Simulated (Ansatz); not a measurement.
Molecule: ZrI₂, net charge 0, triplet state. The spin state was set by rule; other spins were not relaxed. 
Coordinates optimised at B3LYP-D3(BJ)/def2-TZVP (Ansatz, a program for electronic structure):
```xyz
3

Zr     0.0000     0.0000     0.0000
I      0.0000     0.0000     2.7397
I      0.0000     0.0000    -2.7397
```
Charge 0, spin multiplicity 3.

Wanted: atomisation energy (electronic, to ground-state atoms), in kJ/mol. Cores are frozen in the correlated levels unless marked. Open shells are spin-unrestricted. Spin-orbit coupling is left out. Frozen are the shells of the preceding noble gas and the d and f shells that filled before the atom's block. In def2 rows, elements after Kr have scalar-relativistic effective core potentials. The coupled-cluster limit lacks core correlation, which all-electron functionals hold. Basis-set limits of correlation are two-point, X^-3; Hartree-Fock from the larger set. [CCSD(T)-MP2]/basis is that difference in the basis named.

```json
[
 {"level": "HF/def2-SVPD", "program": "Ansatz", "atomisation energy (kJ/mol)": "593.0", "minus last row": "-155.4"},
 {"level": "HF/def2-TZVPPD", "program": "Ansatz", "atomisation energy (kJ/mol)": "595.8", "minus last row": "-152.6"},
 {"level": "BLYP/def2-TZVPD", "program": "Ansatz", "atomisation energy (kJ/mol)": "708.1", "minus last row": "-40.3"},
 {"level": "revPBE-D4/def2-TZVPD", "program": "Ansatz + dftd4", "atomisation energy (kJ/mol)": "746.4", "minus last row": "-2.0"},
 {"level": "PBE0-D3(BJ)/def2-TZVPD", "program": "Ansatz + dftd3", "atomisation energy (kJ/mol)": "768.7", "minus last row": "20.3"},
 {"level": "PBE0-D4/def2-TZVP", "program": "Ansatz + dftd4", "atomisation energy (kJ/mol)": "767.2", "minus last row": "18.8"},
 {"level": "r2SCAN0-D4/def2-TZVPD", "program": "Ansatz + dftd4", "atomisation energy (kJ/mol)": "761.6", "minus last row": "13.2"},
 {"level": "HSE06-D4/def2-TZVPD", "program": "Ansatz + dftd4", "atomisation energy (kJ/mol)": "768.2", "minus last row": "19.8"},
 {"level": "HSE06/def2-TZVPD", "program": "Ansatz", "atomisation energy (kJ/mol)": "759.5", "minus last row": "11.1"},
 {"level": "CAM-B3LYP-D4/def2-TZVPD", "program": "Ansatz + dftd4", "atomisation energy (kJ/mol)": "723.9", "minus last row": "-24.5"},
 {"level": "CAM-B3LYP/def2-TZVPD", "program": "Ansatz", "atomisation energy (kJ/mol)": "714.1", "minus last row": "-34.3"},
 {"level": "B2GP-PLYP-D4/def2-TZVPD", "program": "Ansatz + dftd4", "atomisation energy (kJ/mol)": "726.3", "minus last row": "-22.1"},
 {"level": "B2PLYP-D3(BJ)/def2-TZVPD", "program": "Ansatz + dftd3", "atomisation energy (kJ/mol)": "733.8", "minus last row": "-14.6"},
 {"level": "PBE-QIDH/def2-TZVPD", "program": "Ansatz", "atomisation energy (kJ/mol)": "758.4", "minus last row": "10.0"},
 {"level": "RPA@PBE/def2-QZVPP", "program": "Ansatz", "atomisation energy (kJ/mol)": "671.5", "minus last row": "-76.9"},
 {"level": "MP2/def2-TZVPP", "program": "Ansatz", "atomisation energy (kJ/mol)": "745.8", "minus last row": "-2.6"},
 {"level": "SCS-MP2/def2-TZVPP", "program": "Ansatz", "atomisation energy (kJ/mol)": "711.0", "minus last row": "-37.4"},
 {"level": "CCSD/def2-TZVPP", "program": "Ansatz", "atomisation energy (kJ/mol)": "699.2", "minus last row": "-49.2"},
 {"level": "CCSD/def2-TZVPPD", "program": "Ansatz", "atomisation energy (kJ/mol)": "702.1", "minus last row": "-46.3"},
 {"level": "CCSD(T)/def2-TZVPP", "program": "Ansatz", "atomisation energy (kJ/mol)": "716.9", "minus last row": "-31.5"},
 {"level": "RI-MP2/CBS(def2-TZVPPD,def2-QZVPPD)+[CCSD(T)-MP2]/def2-TZVPPD", "program": "Ansatz", "atomisation energy (kJ/mol)": "748.4", "minus last row": "0.0"}
]
```
